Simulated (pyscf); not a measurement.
A first-order saddle from PySCF, ωB97X-D3(BJ)/def2-SVP:

```xyz
9

O     -0.7354     1.4367     0.0329
W      0.8341     0.6863     0.4272
O      1.8850     0.5208    -0.8928
O      0.1574    -0.8497     1.0315
Si    -1.6930    -0.0639     0.9694
H      1.6875     1.5541     1.6503
H     -1.7644    -0.6825    -0.3834
H     -3.0927    -0.4066     1.4351
H     -1.2823     0.6472     2.2305
```
Charge 0, spin multiplicity 1.

Surface: singlet, charge 0. Lowest wavenumbers (cm⁻¹): 568i, 95, 227, 263, 335.

**Question.** What reaction is this the transition state of?

**Answer.** `[O]=[WH](=[O])[O][SiH3]` <-> `[O]=[WH](=[O])[O][SiH3]`, a group migration read from left to right: O–Si broken and O–Si formed. At ωB97M-D3(BJ)/def2-TZVP it lies +56.3 kcal/mol from the left side and +56.3 kcal/mol from the right (each side as separated species at their lowest minima found). At the saddle there is also a short Si–W contact that neither side keeps, so another atom assists the step. This is the saddle that the search found; another between the same sides may lie lower. Elements past Kr carry the def2 core potentials, without spin-orbit coupling.
